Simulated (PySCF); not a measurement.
CdCl2, SMILES [Cl][Cd][Cl]. Coordinates come from a PBE0-D3(BJ)/def2-TZVP optimisation. The isomer is the one that the SMILES or the coordinates give; other isomers of the formula were not compared. The def2 effective core potentials stand for the cores of Cd; spin–orbit coupling is left out.

Computed with PBE0-D3(BJ)/def2-TZVP run with PySCF 2.14.0.

Harmonic wavenumbers (cm⁻¹): 88, 88, 330, 423. Rotational constants (GHz): 1.390 (linear); symmetry number 2.

### Question
Work out the zero-point energy and the ideal-gas rigid-rotor harmonic-oscillator thermochemistry at 298.15 K and 1 atm.

### Answer
ZPE = ½ Σ hcν = ½ × 929 cm⁻¹ = 1.33 kcal/mol. H − E(el) = 4.77 kcal/mol. Entropy in cal/(mol K): translation 41.52, rotation 17.31, vibration 9.57, total 68.40. G − E(el) = -15.62 kcal/mol. Cp = 13.91 cal/(mol K). Modes under 150 cm⁻¹ make the vibrational entropy uncertain.
